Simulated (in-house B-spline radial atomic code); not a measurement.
Atomic self-consistent-field run: V2+. Computed with a radial B-spline atomic code at the basis-set limit: scalar-relativistic (X2C) Hartree-Fock, spin-polarised, averaged over the determinants with the given up and down occupations, Fermi nucleus of rms radius 3.6002 fm, inside a hard spherical wall at 4.93 bohr.

Command:
```bash
python run_scf.py task.json out
```
Settings (nuclear radius in fm, mass in u):
```
Z                23
configuration    [Ne] 3s2 3p5 3d4
hamiltonian      x2c
method           hf
spin_polarised   True
nucleus          fermi
rms_radius       3.6002
atomic_mass      50.94396
speed_of_light   137.035999084
wall_radius      4.93
```

Output (hartree, bohr):
```
 radial grid: 64 intervals, B-splines of order 8, outer radius 4.93 bohr

 iter        energy (Eh)    residual
    1       -937.4189168    4.23e-01
    2       -943.7876832    3.10e-01
    3       -945.9136716    8.57e-02
    4       -946.1180541    2.12e-02
    5       -946.1314189    1.38e-02
    6       -946.1350231    2.35e-03
    7       -946.1350691    4.64e-04
    8       -946.1350709    8.90e-05
    9       -946.1350709    4.15e-06
   10       -946.1350709    5.47e-07
   11       -946.1350709    5.12e-08

 total energy                     -946.135071
 kinetic                            956.92744
 electron-nucleus                 -2242.11674
 electron-electron                  339.05423

 orbital      occ     eigenvalue          <r>       <r^2>       <1/r>       r_max
 1s up      1.000     -203.64575    0.0661067   0.0058901     23.0934      0.0432
 1s down    1.000     -203.61925    0.0660977  0.00588825     23.0957      0.0432
 2s up      1.000      -24.87054     0.306191    0.110866     4.86515      0.2546
 2s down    1.000      -24.76316     0.305142    0.109949     4.87838      0.2543
 2p up      3.000      -20.79444     0.273388   0.0920503      4.7082       0.208
 2p down    3.000      -20.66634     0.272607    0.091384     4.71629      0.2079
 3s up      1.000       -4.04593     0.946355     1.03019     1.48095      0.8197
 3s down    1.000       -3.53991     0.953221     1.04708     1.46602       0.819
 3p up      3.000       -2.89031      1.00957     1.19382     1.34834      0.8473
 3p down    2.000       -2.43521      1.02475     1.23498     1.32914      0.8489
 3d up      4.000       -1.16815      1.23358     1.89021     1.04339      0.8879
```

Run time, properties included: 0.14 s on 1 thread of x86-64 server CPU, with other jobs on the host.
